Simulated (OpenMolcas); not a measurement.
Computed levels of 4s2 4p3 in ions with 33 electrons, in cm-1 above 4S* 3/2.

| Property | Result |
| --- | --- |
| Program | OpenMolcas |
| Method | SS-CASPT2, IPEA 0.25 Eh, imaginary shift 0.1 Eh |
| Basis | ANO-RCC-VQZP |
| Scalar Hamiltonian | DKH2, point nucleus |
| Spin-orbit coupling | RASSI with atomic mean-field integrals over the reference wave functions, term energies averaged over their components |

Active space for each ion: 3 electrons in 3 orbitals (4p); closed shells correlated by CASPT2: 3d 4s.

```
  Level     As   Br2+   Kr3+
2D* 3/2  11050  16100  17940
2D* 5/2  11270  16920  19300
2P* 1/2  19200  28660  32530
2P* 3/2  19500  29790  34420
```

Q: Estimate 2D* 3/2, 2D* 5/2 for Se+ from its neighbours As and Br2+.

A: 2D* 3/2 is another term, which grows about linearly with the charge: (11050 + 16100) / 2 = 13575. The calculation gives 13810, so the estimate is off by -1.7 %; the measured value is 13168 (NIST Handbook of Basic Atomic Spectroscopic Data).
2D* 5/2 is another term, which grows about linearly with the charge: (11270 + 16920) / 2 = 14095. The calculation gives 14260, so the estimate is off by -1.2 %; the measured value is 13784 (NIST Handbook of Basic Atomic Spectroscopic Data).

CASPT2 breaks the degeneracy within a term, and the mean is taken; among the terms shown or strongly mixed into the levels shown the widest spread is 190 cm-1 (4s2 4p3 2D*, Se+). With the s shell closed, the reference lacks s² → p² mixing. Measured partners are found by configuration, term and J. A level has none where our copy of the source lacks it or the pairing is in doubt (some pairs that miss far off the trend of their configuration count as doubtful), and it then counts in no deviation. Only configurations of the active space appear.

* marks odd parity.
